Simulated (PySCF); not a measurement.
Stationary points of TaH4

Level of theory: PBE0/[Ta def2-TZVP with ECP60, H def2-TZVP], scalar-relativistic core potentials, density fitting, no spin–orbit coupling, PySCF.

Relaxations began from a few typed shapes; open shells are unrestricted. The search is not exhaustive: other isomers or separated fragments can lie lower, and high-lying points may rest on an excited occupation.

```json
{"spin": "doublet", "group": "D2d", "bonds": "Ta–H 1.771 Å (×4)", "angles": "H–Ta–H 106.3° (×2), H–Ta–H 111.1° (×4)", "imaginary modes (cm⁻¹)": "none", "ΔE (kJ/mol)": "0.0", "ΔE with ZPE (kJ/mol)": "0.0"}
{"spin": "doublet", "group": "D2d", "bonds": "Ta–H 1.771 Å (×4)", "angles": "H–Ta–H 107.2° (×4), H–Ta–H 114.1° (×2)", "imaginary modes (cm⁻¹)": "none", "ΔE (kJ/mol)": "1.2", "ΔE with ZPE (kJ/mol)": "2.2"}
{"spin": "doublet", "group": "C4v", "bonds": "Ta–H 1.756 Å (×4)", "angles": "H–Ta–H 77.6° (×4), H–Ta–H 124.8° (×2)", "imaginary modes (cm⁻¹)": "117i, 117i", "ΔE (kJ/mol)": "73.3", "ΔE with ZPE (kJ/mol)": "–"}
{"spin": "doublet", "group": "D4h", "bonds": "Ta–H 1.860 Å (×4)", "angles": "H–Ta–H 90.0° (×4), H–Ta–H 180.0° (×2)", "imaginary modes (cm⁻¹)": "1611i, 1280i, 1191i, 1191i", "ΔE (kJ/mol)": "269.2", "ΔE with ZPE (kJ/mol)": "–"}
```

The lowest minimum found is the doublet D2d: Ta–H 1.771 Å (×4); H–Ta–H 106.3° (×2), H–Ta–H 111.1° (×4).

Formally Ta is in oxidation state +4, d1, with 1 unpaired electron. The Mulliken spin on Ta is 1.17. The polar-tensor charge on Ta, 1.37, is far below the formal one.

For the lowest minimum: with open d or f shells other occupations or spin states may lie lower. With an element this heavy the missing spin–orbit coupling can shift these numbers.
